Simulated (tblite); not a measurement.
Compound: C6H11Ga.
Atom-mapped SMILES: `[CH:1]#[C:2][GaH:3][C:4]([CH3:5])([CH3:6])[CH3:7]` (hydrogens: H8 on C1; H9 on Ga3; H10, H11, H12 on C5; H13, H14, H15 on C6; H16, H17, H18 on C7)

Computed with GFN2-xTB (tblite), gas phase: L-BFGS steps from a force-field or distance-geometry start until the largest atomic force falls under 0.01 eV/Å.

Step 41: E = -531.6413 eV
```
atom  x, y, z in Å  |  force x, y, z in eV/Å
C1      3.3857    2.3260    0.0764   -0.023  -0.033  -0.020
C2      2.5154    1.6218   -0.3821    0.037  -0.005   0.008
Ga3     1.2390    0.3481   -1.1961    0.003  -0.031   0.015
C4     -0.5237   -0.3517   -0.3284   -0.045   0.069  -0.003
C5     -1.6895    0.5797   -0.6803   -0.037   0.049   0.006
C6     -0.7898   -1.7300   -0.9349    0.007   0.024   0.028
C7     -0.3951   -0.4321    1.1922    0.030   0.017  -0.055
H8      4.1409    2.9474    0.4747   -0.022   0.021   0.011
H9      1.7175   -0.1791   -2.6351   -0.049   0.012   0.053
H10    -1.8271    0.6294   -1.7630   -0.022  -0.010   0.002
H11    -1.5097    1.5935   -0.3121    0.039  -0.037   0.006
H12    -2.6167    0.2181   -0.2263    0.026   0.003  -0.056
H13    -0.7174   -1.6789   -2.0251   -0.011  -0.012  -0.043
H14    -1.7887   -2.0785   -0.6716   -0.029  -0.046  -0.013
H15    -0.0635   -2.4636   -0.5795    0.037   0.018   0.012
H16    -0.1785    0.5552    1.6082    0.021  -0.021  -0.016
H17     0.4183   -1.1057    1.4685   -0.026  -0.021   0.058
H18    -1.3254   -0.7932    1.6380    0.064   0.001   0.005
```

Step 42: E = -531.6424 eV
```
atom  x, y, z in Å  |  force x, y, z in eV/Å
C1      3.3883    2.3270    0.0765   -0.030  -0.039  -0.019
C2      2.5194    1.6221   -0.3840    0.036  -0.009   0.011
Ga3     1.2413    0.3457   -1.1947   -0.017  -0.008   0.045
C4     -0.5264   -0.3497   -0.3292   -0.034   0.018  -0.001
C5     -1.6936    0.5810   -0.6802   -0.004   0.021   0.000
C6     -0.7898   -1.7302   -0.9349   -0.012   0.017  -0.007
C7     -0.3944   -0.4307    1.1911    0.023   0.000  -0.030
H8      4.1419    2.9492    0.4776   -0.028   0.015   0.004
H9      1.7159   -0.1817   -2.6304   -0.036   0.001   0.025
H10    -1.8311    0.6300   -1.7626   -0.021  -0.006  -0.003
H11    -1.5112    1.5942   -0.3124    0.025  -0.032   0.010
H12    -2.6205    0.2183   -0.2269    0.027   0.009  -0.045
H13    -0.7164   -1.6805   -2.0261   -0.011  -0.001  -0.020
H14    -1.7905   -2.0811   -0.6754    0.018  -0.030  -0.006
H15    -0.0617   -2.4646   -0.5816    0.009   0.049   0.022
H16    -0.1766    0.5561    1.6065    0.020  -0.009  -0.010
H17     0.4185   -1.1052    1.4683   -0.016  -0.012   0.038
H18    -1.3217   -0.7936    1.6422    0.052   0.015  -0.012
```

Step 43: E = -531.6430 eV
```
atom  x, y, z in Å  |  force x, y, z in eV/Å
C1      3.3893    2.3272    0.0765   -0.022  -0.029  -0.012
C2      2.5211    1.6221   -0.3847    0.024  -0.021   0.007
Ga3     1.2416    0.3442   -1.1933   -0.020   0.006   0.052
C4     -0.5287   -0.3487   -0.3295   -0.011  -0.018  -0.009
C5     -1.6955    0.5822   -0.6803    0.015  -0.002  -0.009
C6     -0.7901   -1.7303   -0.9349   -0.019   0.008  -0.027
C7     -0.3937   -0.4303    1.1901    0.016  -0.007  -0.006
H8      4.1419    2.9503    0.4786   -0.033   0.010  -0.001
H9      1.7147   -0.1825   -2.6283   -0.031  -0.005   0.015
H10    -1.8334    0.6308   -1.7627   -0.015   0.000  -0.008
H11    -1.5101    1.5940   -0.3122    0.012  -0.013   0.014
H12    -2.6222    0.2191   -0.2286    0.014   0.010  -0.028
H13    -0.7162   -1.6808   -2.0268   -0.011   0.000  -0.001
H14    -1.7910   -2.0840   -0.6772    0.039  -0.017  -0.003
H15    -0.0602   -2.4640   -0.5816   -0.007   0.065   0.019
H16    -0.1754    0.5562    1.6053    0.023   0.001  -0.005
H17     0.4182   -1.1054    1.4689   -0.005  -0.007   0.018
H18    -1.3189   -0.7938    1.6443    0.029   0.018  -0.016
```

**Question.** Estimate the geometry and energy of step 44. (The exact step hangs on the optimiser's Hessian estimate; all steps are aligned on step 43, rigid shifts and turns removed.)

**Answer.** E = -531.6437 eV, largest force 0.072 eV/Å
```
atom  x, y, z in Å  |  force x, y, z in eV/Å
C1      3.3894    2.3276    0.0766   -0.010  -0.015  -0.002
C2      2.5235    1.6206   -0.3856    0.010  -0.032   0.003
Ga3     1.2412    0.3430   -1.1920   -0.013   0.013   0.047
C4     -0.5302   -0.3488   -0.3294    0.017  -0.045  -0.016
C5     -1.6951    0.5834   -0.6814    0.029  -0.020  -0.017
C6     -0.7910   -1.7308   -0.9344   -0.018  -0.003  -0.037
C7     -0.3931   -0.4307    1.1898    0.007  -0.010   0.015
H8      4.1397    2.9531    0.4799   -0.038   0.002  -0.007
H9      1.7109   -0.1797   -2.6295   -0.030  -0.007   0.013
H10    -1.8320    0.6318   -1.7638   -0.007   0.007  -0.012
H11    -1.5061    1.5933   -0.3121    0.000   0.010   0.016
H12    -2.6226    0.2211   -0.2328   -0.007   0.008  -0.006
H13    -0.7192   -1.6812   -2.0271   -0.010  -0.001   0.019
H14    -1.7907   -2.0881   -0.6753    0.049  -0.005  -0.003
H15    -0.0584   -2.4628   -0.5818   -0.015   0.070   0.011
H16    -0.1735    0.5553    1.6049    0.028   0.010  -0.004
H17     0.4161   -1.1079    1.4719    0.005   0.000  -0.006
H18    -1.3174   -0.7928    1.6457    0.003   0.018  -0.014
```

The energy changes by -0.0007 eV. The first-order estimate −F·Δx gives -0.0009 eV and the mean of the old and new forces, exact on a quadratic surface, -0.0007 eV. The step makes an angle of 62° with the force vector and moves no atom by more than 0.005 Å.

What follows is the cost of the whole relaxation. Hardware: one thread of an Arm Neoverse N1, no GPU, shared host. Cost: 1.3 s.
